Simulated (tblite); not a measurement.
Record of a relaxation.

Species: C₂H₆BClN (doublet state).
Atom-mapped SMILES: `[CH3:1][CH:2][B:3]([NH2:4])[Cl:5]` (hydrogens: H6, H7, H8 on C1; H9 on C2; H10, H11 on N4)

Computed with GFN2-xTB (tblite), gas phase: L-BFGS steps from a force-field or distance-geometry start until the largest atomic force falls under 0.01 eV/Å. 7 of its 94 geometries are shown.

Step 0: E = -434.5332 eV, largest atomic force 3.466 eV/Å
```
atom  x, y, z in Å  |  force x, y, z in eV/Å
C1     -1.613   -0.158    0.592   -0.885   1.058   1.023
C2     -0.311    0.588    0.813   -0.558   0.108  -3.419
B3      0.789    0.051   -0.176    1.076  -1.203   0.792
N4      2.256   -0.053    0.091   -1.065  -0.293   0.546
Cl5     0.140   -0.934   -1.606    1.052   0.536   0.692
H6     -2.436    0.556    0.844    0.296  -0.800  -0.123
H7     -1.720   -0.451   -0.475   -0.018   0.066   0.848
H8     -1.711   -1.044    1.238    0.135   0.237  -0.389
H9     -0.513    1.641    0.533    0.348  -0.182   1.171
H10     2.465   -0.944    0.604    0.003   1.279  -0.949
H11     2.659    0.751    0.596   -0.383  -0.806  -0.191
```

Step 16: E = -436.2203 eV, largest atomic force 0.506 eV/Å
```
atom  x, y, z in Å  |  force x, y, z in eV/Å
C1     -1.718   -0.032    0.514    0.025   0.046  -0.156
C2     -0.424    0.675    0.336    0.126  -0.460   0.168
B3      0.771   -0.082   -0.217   -0.070  -0.069  -0.019
N4      2.068   -0.033    0.312    0.034   0.035  -0.280
Cl5     0.507   -1.294   -1.470    0.004  -0.066   0.085
H6     -2.507    0.625    0.879    0.055  -0.096   0.010
H7     -2.032   -0.505   -0.420    0.021  -0.020   0.124
H8     -1.535   -0.838    1.243   -0.316   0.141  -0.144
H9     -0.297    1.539    0.953    0.076   0.417   0.152
H10     2.720   -0.753    0.042    0.158   0.268   0.022
H11     2.453    0.702    0.881   -0.112  -0.196   0.039
```

Step 31: E = -436.4018 eV, largest atomic force 0.232 eV/Å
```
atom  x, y, z in Å  |  force x, y, z in eV/Å
C1     -1.769   -0.005    0.509    0.084   0.058  -0.026
C2     -0.376    0.506    0.489   -0.006  -0.010   0.000
B3      0.788   -0.228   -0.148   -0.012   0.081   0.137
N4      2.119    0.031    0.213    0.117   0.010  -0.021
Cl5     0.489   -1.467   -1.354    0.069  -0.021  -0.003
H6     -2.500    0.756    0.788    0.111  -0.073  -0.063
H7     -2.022   -0.431   -0.468   -0.025  -0.030   0.210
H8     -1.822   -0.816    1.250   -0.120   0.065  -0.187
H9     -0.200    1.441    1.005   -0.027  -0.056   0.094
H10     2.917   -0.417   -0.205   -0.076  -0.072  -0.050
H11     2.382    0.633    0.975   -0.115   0.047  -0.091
```

Step 46: E = -436.4567 eV, largest atomic force 0.129 eV/Å
```
atom  x, y, z in Å  |  force x, y, z in eV/Å
C1     -1.792    0.017    0.476    0.024   0.026  -0.049
C2     -0.361    0.357    0.638    0.028   0.125   0.016
B3      0.806   -0.288   -0.077   -0.028   0.008   0.029
N4      2.137    0.102    0.141    0.042  -0.039   0.007
Cl5     0.568   -1.581   -1.248   -0.056   0.038   0.039
H6     -2.423    0.892    0.628   -0.033   0.008  -0.014
H7     -1.978   -0.407   -0.508   -0.023  -0.079  -0.035
H8     -2.102   -0.731    1.214    0.053  -0.005   0.009
H9     -0.174    1.171    1.330    0.051  -0.094   0.016
H10     2.906   -0.345   -0.330   -0.009   0.062   0.036
H11     2.418    0.816    0.790   -0.048  -0.049  -0.054
```

Step 62: E = -436.4662 eV, largest atomic force 0.043 eV/Å
```
atom  x, y, z in Å  |  force x, y, z in eV/Å
C1     -1.781    0.023    0.459    0.004   0.001   0.016
C2     -0.355    0.365    0.652    0.006   0.010   0.000
B3      0.801   -0.283   -0.075    0.007   0.006  -0.004
N4      2.136    0.094    0.135    0.009   0.031   0.027
Cl5     0.516   -1.571   -1.234    0.003  -0.008  -0.020
H6     -2.422    0.897    0.574    0.003   0.000  -0.037
H7     -1.942   -0.440   -0.512   -0.020  -0.007   0.008
H8     -2.097   -0.699    1.220   -0.003  -0.008   0.014
H9     -0.164    1.117    1.406    0.004   0.002   0.008
H10     2.916   -0.334   -0.334   -0.027   0.011   0.004
H11     2.398    0.835    0.762    0.012  -0.038  -0.015
```

Step 78: E = -436.4737 eV, largest atomic force 0.041 eV/Å
```
atom  x, y, z in Å  |  force x, y, z in eV/Å
C1     -1.780    0.001    0.468    0.003  -0.018   0.003
C2     -0.359    0.354    0.679    0.004  -0.029  -0.018
B3      0.801   -0.245   -0.084    0.012  -0.006  -0.012
N4      2.144    0.098    0.133   -0.002  -0.011   0.002
Cl5     0.505   -1.454   -1.327    0.005   0.006  -0.012
H6     -2.401    0.895    0.376    0.017   0.001   0.011
H7     -1.903   -0.620   -0.416   -0.008  -0.002   0.005
H8     -2.162   -0.553    1.332   -0.006   0.025  -0.001
H9     -0.188    1.078    1.465    0.025   0.015   0.006
H10     2.897   -0.317   -0.390   -0.017   0.023   0.030
H11     2.451    0.765    0.819   -0.034  -0.003  -0.013
```

Step 93: E = -436.4780 eV, largest atomic force 0.005 eV/Å
```
atom  x, y, z in Å  |  force x, y, z in eV/Å
C1     -1.780   -0.009    0.482   -0.003   0.002   0.002
C2     -0.351    0.313    0.685    0.000   0.005  -0.001
B3      0.802   -0.252   -0.111    0.004   0.001  -0.002
N4      2.137    0.099    0.135   -0.003  -0.002  -0.001
Cl5     0.516   -1.398   -1.411   -0.001   0.000   0.001
H6     -2.350    0.898    0.259    0.004  -0.001   0.001
H7     -1.915   -0.720   -0.328    0.001  -0.003  -0.001
H8     -2.213   -0.422    1.397   -0.004  -0.002   0.000
H9     -0.161    1.020    1.484    0.003  -0.001  -0.001
H10     2.909   -0.271   -0.392    0.001  -0.002  -0.001
H11     2.412    0.744    0.854    0.000   0.003   0.003
```

Question: Summarise the path.

Answer: The energy falls by 187.64 kJ/mol from step 0 to step 93; nine tenths of that is first reached at step 19. It falls at every step. The largest force goes from 3.466 to 0.005 eV/Å. Among the bonds B3–Cl5 changes most, from 1.854 to 1.757 Å; the atoms move by 0.683 Å rms after alignment.

Question: Follow the three bonds and two angles with the largest change from start to end.

Answer: 
```tsv
step	E above end (kJ/mol)	largest force (eV/Å)	B3–Cl5 (Å)	B3–N4 (Å)	C2–B3 (Å)	C1–C2–B3 (°)	B3–N4–H10 (°)
0	187.64	3.466	1.854	1.494	1.574	109.9	110.0
4	98.76	1.130	1.726	1.428	1.498	118.2	112.1
8	56.08	0.709	1.797	1.429	1.548	115.9	120.9
12	35.66	0.688	1.755	1.406	1.517	119.6	121.9
16	24.86	0.506	1.763	1.402	1.519	119.4	118.2
20	15.02	0.476	1.768	1.396	1.499	121.2	119.2
24	10.68	0.356	1.756	1.399	1.512	120.9	122.9
28	8.87	0.181	1.756	1.403	1.517	123.3	124.3
32	6.83	0.215	1.758	1.404	1.515	124.1	124.2
36	5.32	0.139	1.761	1.403	1.512	125.9	123.5
40	4.01	0.193	1.751	1.403	1.516	126.2	122.3
44	2.47	0.161	1.760	1.404	1.511	126.1	122.9
49	1.54	0.084	1.758	1.402	1.512	126.2	122.1
53	1.32	0.062	1.755	1.403	1.511	125.7	123.3
57	1.20	0.041	1.757	1.402	1.511	125.4	123.3
61	1.15	0.042	1.756	1.403	1.512	125.2	123.6
65	1.07	0.059	1.756	1.401	1.511	125.1	123.2
69	0.90	0.056	1.759	1.402	1.511	124.4	122.8
73	0.67	0.115	1.757	1.401	1.512	124.5	123.1
77	0.45	0.036	1.759	1.403	1.511	124.9	122.3
81	0.33	0.062	1.758	1.402	1.512	124.7	122.3
85	0.18	0.065	1.757	1.403	1.510	125.1	122.6
89	0.03	0.036	1.757	1.403	1.512	125.6	123.2
93	0.00	0.005	1.757	1.403	1.511	125.7	123.2
```

What follows is the cost of the whole relaxation. The run took 0.34 s on Arm Neoverse V2, one thread, shared host with 96 logical CPUs at a one-minute load of 50.
